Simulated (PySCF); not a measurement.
Mg(I)(OSiH3) (H₃IMgOSi), SMILES [O]([Mg][I])[SiH3]. Atoms are numbered in the order given.

```xyz
7

Mg     0.0000     0.0000    -0.6766
I      0.0000     0.0000     1.8745
O      0.0000     0.0000    -2.4670
Si     0.0000     0.0000    -4.1106
H     -1.2092     0.6982    -4.6490
H      0.0000    -1.3963    -4.6490
H      1.2092     0.6982    -4.6490
```

Coordinates come from a B3LYP-D3(BJ)/def2-SVP optimisation. The structure was generated by enumeration; whether it is a known compound was not checked. The def2 effective core potentials stand for the cores of I; spin–orbit coupling is left out. The values are those of a single conformer.

Level of theory: IEF-PCM-PBE0/def2-SVP (PySCF).

The values are the electrostatic part of the solvation free energy, E(continuum) − E(gas) at the gas-phase geometry, in a cavity of scaled van der Waals radii (PySCF's table); cavitation and dispersion terms are not included. A continuum can't describe solvent molecules that bind to the metal. In vacuum the orbital gap is 6.01 eV. The dipole moment in vacuum is 0.13 D.

```
solvent         ε  ΔG(elec) (kcal/mol)  dipole (D)  gap (eV)
----------  -----  -------------------  ----------  --------
water       78.36                -12.3        0.64      6.62
2-propanol  19.26                -11.5        0.58      6.58
toluene      2.37                  [?]         [?]       [?]
```

Question: What belongs in the gaps? (An estimate is asked for; the answer gives what the named calculation found.)

Answer: 
- toluene, ΔG(elec) (kcal/mol): -5.7
- toluene, dipole (D): 0.17
- toluene, gap (eV): 6.28
